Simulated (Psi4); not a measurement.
Method: SAPT0/jun-cc-pVDZ, frozen core (Psi4).

Psi4 input:

```
molecule {
0 1
C 0.76247780 -0.01838112 0.02558649
C -0.76247772 0.01838116 -0.02558647
H 1.20067137 0.66933757 -0.70041270
H 1.13342003 0.26435235 1.01275819
H 1.14307897 -1.01749845 -0.19566684
H -1.14308226 1.01747890 0.19574926
H -1.13341746 -0.26427094 -1.01278245
H -1.20067073 -0.66939947 0.70035453
--
0 1
O 3.59076188 -0.46783373 2.61702296
C 3.81505644 -1.14157470 1.70543242
S 4.11828010 -2.05241491 0.47304344
units angstrom
symmetry c1
no_reorient
no_com
}
set basis jun-cc-pvdz
set scf_type df
set freeze_core true
energy('sapt0')
```

Part of the output:

```
    SAPT Results
  --------------------------------------------------------------------------------------------------------
    Electrostatics                 -1.08050265 [mEh]      -0.67802565 [kcal/mol]      -2.83685931 [kJ/mol]
      Elst10,r                     -1.08050265 [mEh]      -0.67802565 [kcal/mol]      -2.83685931 [kJ/mol]

    Exchange                        2.59740071 [mEh]       1.62989355 [kcal/mol]       6.81947462 [kJ/mol]
      Exch10                        2.59740071 [mEh]       1.62989355 [kcal/mol]       6.81947462 [kJ/mol]
      Exch10(S^2)                   2.59374109 [mEh]       1.62759710 [kcal/mol]       6.80986628 [kJ/mol]

    Induction                      -0.18587837 [mEh]      -0.11664044 [kcal/mol]      -0.48802359 [kJ/mol]
      Ind20,r                      -0.67292004 [mEh]      -0.42226370 [kcal/mol]      -1.76675132 [kJ/mol]
      Exch-Ind20,r                  0.61558508 [mEh]       0.38628547 [kcal/mol]       1.61621841 [kJ/mol]
      delta HF,r (2)               -0.12854342 [mEh]      -0.08066221 [kcal/mol]      -0.33749069 [kJ/mol]

    Dispersion                     -1.98695576 [mEh]      -1.24683356 [kcal/mol]      -5.21675162 [kJ/mol]
      Disp20                       -2.18682268 [mEh]      -1.37225195 [kcal/mol]      -5.74150215 [kJ/mol]
      Exch-Disp20                   0.19986692 [mEh]       0.12541839 [kcal/mol]       0.52475054 [kJ/mol]
      Disp20 (SS)                  -1.09341134 [mEh]      -0.68612597 [kcal/mol]      -2.87075108 [kJ/mol]
      Disp20 (OS)                  -1.09341134 [mEh]      -0.68612597 [kcal/mol]      -2.87075108 [kJ/mol]
      Exch-Disp20 (SS)              0.11232239 [mEh]       0.07048336 [kcal/mol]       0.29490239 [kJ/mol]
      Exch-Disp20 (OS)              0.08754454 [mEh]       0.05493503 [kcal/mol]       0.22984815 [kJ/mol]

  Total HF                          1.33101969 [mEh]       0.83522747 [kcal/mol]       3.49459172 [kJ/mol]
  Total SAPT0                      -0.65593606 [mEh]      -0.41160609 [kcal/mol]      -1.72215990 [kJ/mol]
```
